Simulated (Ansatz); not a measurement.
CH$_{6}$OSSi$_{2}$ (`O[SiH]1[SiH2]CS1`). Charge 0, multiplicity 1.

Z-matrix (Å, degrees):
```
Si
Si 1 2.328
O 1 1.644 2 122.4
S 1 2.158 2 80.0 3 -113.1
H 1 1.483 2 121.3 3 134.1
C 2 1.901 1 84.4 3 125.7
H 2 1.491 1 111.4 3 16.4
H 2 1.490 1 125.0 3 -116.7
H 3 0.960 1 116.3 2 -43.4
H 6 1.091 2 114.7 1 -132.3
H 6 1.090 2 113.3 1 102.2
```

Task: Give the diagnostics of a CCSD(T)/def2-TZVPP run (frozen core, Ansatz 0.2.0). (An estimate is asked.)

Result: Ansatz gave: T1 = 0.0131, largest single amplitude 0.015, largest double 0.015, (T) share of the correlation energy 4.2 %, 10 CCSD cycles. The RHF solution is stable towards an unrestricted one. T1 lies under the customary mark of 0.02 for closed shells.
